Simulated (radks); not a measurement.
Excited configurations of the fluorine ion F2+: one electron is placed in a higher orbital outside [He] 2s2 2p2. The ground configuration is [He] 2s2 2p3. Calculated with a radial shooting solver on a logarithmic mesh with Libxc functionals: scalar-relativistic Kohn-Sham, LDA (Slater exchange, Perdew-Wang correlation), spin-unpolarised, spherical densities, finite nucleus; Fermi nuclear charge, rms radius 2.8976 fm. Excitation = E - E(ground); binding = E(ion) - E, where the ion is the core of charge +3; n* = 3/sqrt(2 binding) in atomic units, and the quantum defect is n - n*.

outer orbital  excitation (eV)  binding (eV)  quantum defect  <r> (bohr)
3s                      37.619        23.121           0.699       2.695
4s                      49.330        11.410           0.724       5.454
4p                      50.699        10.041           0.508       5.888
4f                      53.099         7.642          -0.003       5.997
5p                      54.563         6.177           0.548       9.809
6d                      56.969         3.771           0.301       15.70
7s                      57.505         3.235           0.848       19.49

The Delta-SCF ionisation energy is 60.740 eV (NIST Atomic Spectra Database: 62.708 eV, semi-empirical). Self-interaction in the functional shifts the binding energies and quantum defects, so they are the method's values and not measured ones. Spin polarisation and multiplet splitting are left out, so open shells lie too high by an amount that depends on their filling.

Beside tabulated values, note that spin-unpolarised runs miss the spin-polarisation part of the exchange energy of open shells.
